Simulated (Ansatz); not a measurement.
`[CH3][GaH][NH]CF` + acetylene → `C#[C][GaH][CH3]` + `NCF`  (formal exchange of groups at a Ga–N bond)

Program: Ansatz. Geometries: PBE0-D4/def2-TZVP. ΔE: electronic, gas phase. CCSD(T)/CBS adds triple-zeta CCSD(T) − MP2 to the extrapolated MP2 energy (def2 sets, frozen cores). This one scheme is used for every species. Functionals use def2-TZVPP. B3LYP here is the variant with VWN-RPA as its local correlation; programs differ in this. For Ga outer-core shells are correlated without core-valence functions, which leaves a few kJ/mol of doubt a bond. Scalar relativity is left out up to krypton. One conformer a species, not always the lowest.

```
             level  ΔE (kJ/mol)  difference from CCSD(T)/CBS
            PBE-D4          7.0                         -3.5
         r2SCAN-D4          6.6                         -3.9
           PBE0-D4          4.3                         -6.2
          B3LYP-D4          9.3                         -1.2
           ωB97X-V          7.4                         -3.1
           ωB97M-V          6.9                         -3.6
            B2PLYP          6.2                         -4.3
               PBE          3.8                         -6.7
            r2SCAN          5.6                         -4.9
              PBE0          1.5                         -9.0
             B3LYP          4.4                         -6.1
     HF/def2-TZVPP         -3.8                        -14.3
    MP2/def2-TZVPP          7.3                         -3.2
SCS-MP2/def2-TZVPP          6.1                         -4.4
   CCSD/def2-TZVPP          6.4                         -4.1
CCSD(T)/def2-TZVPP          7.3                         -3.2
     HF/def2-QZVPP         -3.3                        -13.8
    MP2/def2-QZVPP          9.4                         -1.1
SCS-MP2/def2-QZVPP          7.8                         -2.7
      HF/CBS(def2)         -3.2                        -13.7
     MP2/CBS(def2)         10.6                          0.1
    CCSD/CBS(def2)          9.6                         -0.9
       CCSD(T)/CBS         10.5                            0
```

Largest T1 diagnostic among the species: 0.013.

In def2-TZVPP, CCSD(T) changes the Hartree–Fock value by +11.1 kJ/mol (the triples alone add +0.9 kJ/mol) and MP2 by +11.1 kJ/mol. The D4 term adds +4.9 kJ/mol with B3LYP and +2.8 kJ/mol with PBE0; it sums over pairs of atoms, weighted by their polarisabilities, and B3LYP, whose exchange is more repulsive, gets the larger term.
